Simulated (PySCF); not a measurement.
This PySCF input asks for the NMR shieldings of `C=CCB1O[C@@H](C=C)CS1`, C$_{7}$H$_{11}$BOS; the geometry comes from GFN2-xTB.

```python
import basis_set_exchange as bse
import numpy as np
from pyscf import gto, dft
from pyscf.prop import nmr

atoms = """
C    -3.807264   -0.106054    0.222855
C    -2.948325    0.368818   -0.658960
C    -1.864726    1.355101   -0.341151
B    -0.416386    0.758372   -0.602892
O     0.572714    0.866428    0.287534
C     1.795399    0.214096   -0.008874
C     1.923338   -1.010422    0.853697
C     2.975091   -1.280254    1.601644
C     1.819539   -0.175390   -1.501439
S     0.096466   -0.111053   -2.111814
H    -4.566833   -0.819304   -0.048004
H    -3.790281    0.204925    1.254960
H    -2.978913    0.039616   -1.689488
H    -1.958772    1.689081    0.692921
H    -2.005208    2.230684   -0.982460
H     2.603929    0.919982    0.215962
H     1.071444   -1.675932    0.811121
H     3.036854   -2.178235    2.191378
H     3.822422   -0.615969    1.649588
H     2.204653   -1.182954   -1.647992
H     2.405939    0.525409   -2.095774
"""
names = dict.fromkeys(["C", "B", "O", "S", "H"], "pcSseg-1")
basis = {el: gto.basis.parse(bse.get_basis(n, elements=[el], fmt="nwchem")) for el, n in names.items()}
mol = gto.M(atom=atoms, basis=basis, charge=0, verbose=0)
mf = dft.RKS(mol, xc="PBE0")
mf.grids.level = 2
mf.grids.alignment = dft.numint.BLKSIZE   # the property module wants whole blocks of grid points
mf.conv_tol = 1e-9
mf.kernel()

calc = nmr.RKS(mf)   # GIAO
C = mf.mo_coeff
Co = C[:, mf.mo_occ > 0]
resp = mf.gen_response(singlet=True, hermi=2)
def vind(x):   # induced exchange potential for any number of trial vectors
    d = np.einsum("pi,xij,qj->xpq", C, 2 * x.reshape(-1, C.shape[1], Co.shape[1]), Co, optimize=True)
    return np.einsum("xpq,pi,qj->xij", resp(d - d.transpose(0, 2, 1)), C, Co, optimize=True).ravel()
mo1, _ = nmr.rhf.solve_mo1(calc, with_cphf=vind)
sigma = calc.kernel(mo1)
for i, s in enumerate(sigma):   # ppm
    w = np.linalg.eigvalsh((s + s.T) / 2)
    print("%2d %-2s iso %8.1f  s11 %8.1f  s22 %8.1f  s33 %8.1f" % (i, mol.atom_pure_symbol(i), w.mean(), *w))
```

Question: What does it print?

Answer: 
```
 0 C  iso     67.6  s11    -43.1  s22     90.2  s33    155.8
 1 C  iso     42.5  s11    -78.8  s22     47.7  s33    158.5
 2 C  iso    157.1  s11    138.9  s22    157.7  s33    174.7
 3 B  iso     53.6  s11     19.4  s22     61.7  s33     79.6
 4 O  iso    129.0  s11     -0.6  s22    171.9  s33    215.7
 5 C  iso     97.4  s11     59.5  s22     92.1  s33    140.6
 6 C  iso     37.6  s11    -84.9  s22     47.4  s33    150.3
 7 C  iso     65.5  s11    -44.6  s22     77.7  s33    163.3
 8 C  iso    145.1  s11    108.1  s22    155.2  s33    171.8
 9 S  iso    531.2  s11    401.2  s22    464.8  s33    727.5
10 H  iso     26.6  s11     23.4  s22     25.4  s33     31.0
11 H  iso     26.4  s11     23.1  s22     25.7  s33     30.6
12 H  iso     25.5  s11     22.8  s22     23.9  s33     29.9
13 H  iso     29.6  s11     26.0  s22     29.5  s33     33.2
14 H  iso     29.6  s11     26.2  s22     27.6  s33     34.9
15 H  iso     26.6  s11     23.7  s22     25.2  s33     30.9
16 H  iso     25.5  s11     21.7  s22     24.1  s33     30.5
17 H  iso     26.4  s11     23.5  s22     25.2  s33     30.4
18 H  iso     26.3  s11     22.5  s22     25.5  s33     30.8
19 H  iso     28.8  s11     24.1  s22     27.7  s33     34.8
20 H  iso     28.2  s11     22.2  s22     26.9  s33     35.4
```

These numbers come from an equivalent density-fitted implementation of the same equations, which agrees with the script to about 0.01 ppm for H and up to a few tenths of a ppm for heavy atoms, so last digits may differ.

Size and cost of the density-fitted run: 232 basis functions, 120 s wall time on 1 thread of an Arm Neoverse N1, shared host; peak memory 1.1 GiB.
